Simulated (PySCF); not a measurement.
trans-(1R,2R)-2-methoxycyclopropan-1-ol (C₄H₈O₂), SMILES CO[C@@H]1C[C@H]1O. Atoms are numbered in the order given.

```xyz
14

C      2.3790    -0.3167     0.4434
O      1.0777    -0.8400     0.3311
C      0.1970     0.0118    -0.3165
C     -0.4637     1.1368     0.4583
C     -1.2384    -0.0986     0.0402
O     -2.1505    -0.0272    -1.0079
H      2.8359    -0.1335    -0.5491
H      2.9901    -1.0563     0.9805
H      2.3928     0.6368     1.0063
H      0.4169     0.2085    -1.3766
H     -0.2102     1.2399     1.5170
H     -0.6697     2.0675    -0.0778
H     -1.4642    -0.8230     0.8359
H     -2.9518     0.3980    -0.6746
```

Geometry: B3LYP-D3(BJ)/def2-SVP. One conformer was computed; it need not be the lowest.

All values below come from PBE/pcSseg-1 (PySCF).

GIAO shieldings, no solvent; atoms listed in one row are averaged. δ = σ(ref) − σ: ¹³C against TMS (σ = 182.0 ppm); ¹⁷O against H2O (σ = 334.3 ppm); ¹H against TMS (σ = 31.49 ppm), references at their B3LYP-D3(BJ)/def2-TZVP geometries, non-relativistic.

Computed chemical shifts:
```tsv
nucleus	atoms	count	δ (ppm)
¹³C	C3	1	68.6
¹³C	C1	1	61.5
¹³C	C5	1	60.1
¹³C	C4	1	20.2
¹⁷O	O6	1	60.1
¹⁷O	O2	1	47.6
¹H	H13	1	3.85
¹H	H7, H8, H9	3	3.58
¹H	H10	1	3.45
¹H	H11	1	0.90
¹H	H12	1	0.67
¹H	H14	1	0.60
```
